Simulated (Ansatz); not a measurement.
Two members of one family ((KH)n), computed with Ansatz in the gas phase. The two geometries come from different levels. Binding counts from free atoms in the multiplicity of their measured ground term, without zero-point energy. A dash marks a value that wasn't run or was left out as unsound. The structures are stationary points that may keep the symmetry of their start. Remarks come from the PBE and PBE0 runs and from stability tests at other levels; not every state was tested. HOMO above LUMO (over both spins in singlets and doublets, within one spin in higher multiplets; at PBE or PBE0), or a gap under 0.15 eV within one spin, warns that the state may not be the lowest or that an electron is smeared out.

First: (KH)4 cube (singlet, charge 0, PBE0-D4/def2-SVP geometry).

```xyz
8

K     0.153    2.299    0.173
H    -0.777    0.649    1.983
K     1.251   -0.983    1.677
H     2.129    0.618   -0.202
K     0.806   -0.673   -2.059
H    -1.205    0.947   -1.615
K    -2.210   -0.643    0.210
H    -0.148   -2.215   -0.166
```

```json
{"level": "r2SCAN-D4/def2-TZVP", "HOMO (eV)": "-3.73", "LUMO (eV)": "0.07", "gap (eV)": "3.80", "vertical IE (eV)": "5.90", "vertical triplet (eV)": "3.41", "binding per atom (eV)": "1.52"}
{"level": "B97M-V/def2-TZVP", "HOMO (eV)": "-3.92", "LUMO (eV)": "-0.49", "gap (eV)": "3.43", "vertical IE (eV)": "–", "vertical triplet (eV)": "–", "binding per atom (eV)": "1.61"}
{"level": "PBE0-D4/def2-SVP", "HOMO (eV)": "-4.54", "LUMO (eV)": "-0.16", "gap (eV)": "4.38", "vertical IE (eV)": "–", "vertical triplet (eV)": "–", "binding per atom (eV)": "1.46"}
{"level": "PBE0-D4/def2-TZVP", "HOMO (eV)": "-4.62", "LUMO (eV)": "-0.14", "gap (eV)": "4.47", "vertical IE (eV)": "6.25", "vertical triplet (eV)": "3.64", "binding per atom (eV)": "1.47"}
{"level": "HSE06-D4/def2-TZVP", "HOMO (eV)": "-4.22", "LUMO (eV)": "-0.40", "gap (eV)": "3.81", "vertical IE (eV)": "–", "vertical triplet (eV)": "–", "binding per atom (eV)": "1.46"}
```

Remarks: gap within one spin near zero at PBE or PBE0 (+1 doublet), gap within one spin near zero at PBE or PBE0 (triplet).

Second: (KH)4 ring (singlet, charge 0, PBE-D4/def2-SVP geometry).

```xyz
8

K     2.412    1.915   -0.958
H     2.378   -0.269   -2.080
K     1.002   -2.301   -2.027
H    -0.987   -2.953   -0.748
K    -2.412   -1.915    0.958
H    -2.378    0.269    2.080
K    -1.002    2.301    2.027
H     0.987    2.953    0.748
```

Task: What does the change do? Estimate second minus first.

Result: 
```csv
level,Δ HOMO (eV),Δ LUMO (eV),Δ gap (eV),Δ vertical IE (eV),Δ vertical triplet (eV),Δ binding per atom (eV)
r2SCAN-D4/def2-TZVP,0.13,0.02,-0.11,-0.43,-0.34,-0.09
B97M-V/def2-TZVP,0.15,0.01,-0.13,–,–,-0.08
PBE0-D4/def2-SVP,0.09,-0.01,-0.09,–,–,-0.08
PBE0-D4/def2-TZVP,0.14,0.04,-0.10,-0.35,-0.24,-0.08
HSE06-D4/def2-TZVP,0.13,0.03,-0.10,–,–,-0.08
```
